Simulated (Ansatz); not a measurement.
Program: Ansatz. Geometries: PBE0-D4/def2-TZVP. ΔE: electronic, gas phase. CBS: MP2 limit from def2 TZ/QZ plus the TZ coupled-cluster correction, frozen cores. This one scheme is used for every species. Functionals use def2-TZVPP. B3LYP here is the variant with VWN-RPA as its local correlation; programs differ in this. Each species was taken in one conformer, which may not be the lowest.

Reaction (cleavage of the Si–B bond): `B[SiH](O)F` + CH₃SH → `CS[SiH](O)F` + BH₃

`B[SiH](O)F`:

Cartesian coordinates in Å:
```
B -1.328 -0.366 0.034
Si 0.467 0.492 -0.289
O 1.690 -0.547 0.043
F 0.514 1.762 0.694
H -2.220 -0.352 -0.761
H -1.532 -0.932 1.070
H 0.763 0.991 -1.650
H 1.646 -1.047 0.860
```

CH₃SH:

Z-matrix (Å, degrees):
```
C
S 1 1.806
H 1 1.089 2 111.5
H 1 1.089 2 111.5 3 -123.8
H 1 1.090 2 106.2 3 118.1
H 2 1.342 1 97.1 3 61.9
```

`CS[SiH](O)F`:

```xyz
10

C     0.068   -1.051    1.486
S    -1.075   -0.638    0.132
Si    0.029    0.895   -0.809
O    -0.627    1.205   -2.264
F     1.544    0.404   -0.935
H    -0.391   -1.871    2.037
H     0.199   -0.205    2.160
H     1.031   -1.373    1.096
H     0.074    2.170   -0.073
H    -0.852    0.464   -2.830
```

BH₃:

Cartesian coordinates in Å:
```
B 0.000 0.000 0.000
H -0.311 -0.570 1.002
H 0.491 -0.606 -0.904
H -0.180 1.176 -0.098
```

Task: Is it downhill or uphill in electronic energy at CCSD(T)/CBS, and by how much? (An estimate is asked.)

Result: The calculation gave: Downhill: ΔE = -22.7 kcal/mol.

Task: What do these levels give: r2SCAN-D4, PBE0-D4, B3LYP-D4, CCSD/def2-TZVPP, MP2/def2-QZVPP, MP2/CBS(def2)? (An estimate is asked.)

Result: The calculation gave: r2SCAN-D4 -23.0, PBE0-D4 -21.8, B3LYP-D4 -22.4, CCSD/def2-TZVPP -21.4, MP2/def2-QZVPP -25.0, MP2/CBS(def2) -25.3 kcal/mol.

Largest T1 diagnostic among the species: 0.012.

The D4 term adds −1.9 kcal/mol with B3LYP and −1.0 kcal/mol with PBE0; it sums over pairs of atoms, weighted by their polarisabilities, and B3LYP, whose exchange is more repulsive, gets the larger term. From PBE to PBE0 (25 % exact exchange), in def2-TZVPP and without D4, ΔE moves by −1.1 kcal/mol.
